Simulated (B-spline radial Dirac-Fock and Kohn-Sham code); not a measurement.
How the levels of ytterbium move as electrons are removed

Model: multi-electron Dirac-Fock with separately optimised hole states, Breit and Lamb-shift corrections added in first order. Program: a radial atomic solver. Each ion is free and in its tabulated ground configuration. Correlation energy is missing from these numbers.

Reference: Yb⁴⁸⁺, [Ar] 3d4, with 1s 64332.4 eV, 2s 13411.0 eV, 2p1/2 12917.5 eV, 3s 4978.4 eV. Shifts from it, in eV (a dash: the subshell is empty, belongs to an open shell averaged over j, or its hole state is left out as unreliable):

```
  ion  configuration       1s       2s   2p1/2      3s
Yb⁴⁹⁺       [Ar] 3d3   +164.9   +157.9  +160.3  +117.0
Yb⁵⁰⁺       [Ar] 3d2   +332.3   +317.8  +322.7  +235.1
Yb⁵¹⁺       [Ar] 3d1        ?        ?       ?       ?
Yb⁵²⁺   [Ne] 3s2 3p6   +674.3   +643.8  +654.0  +474.9
Yb⁵³⁺   [Ne] 3s2 3p5   +855.7   +797.3  +811.2  +582.5
Yb⁵⁴⁺   [Ne] 3s2 3p4  +1039.1   +952.1  +970.0  +691.0
Yb⁵⁵⁺   [Ne] 3s2 3p3  +1224.4  +1108.4       –  +800.2
```

Q: Give the missing shifts for Yb⁵¹⁺.

A: 1s +502.1, 2s +479.8, 2p1/2 +487.3, 3s +354.4 (eV).

Values without a named source are computed, but for edge energies of neutral atoms, which are taken from tables.
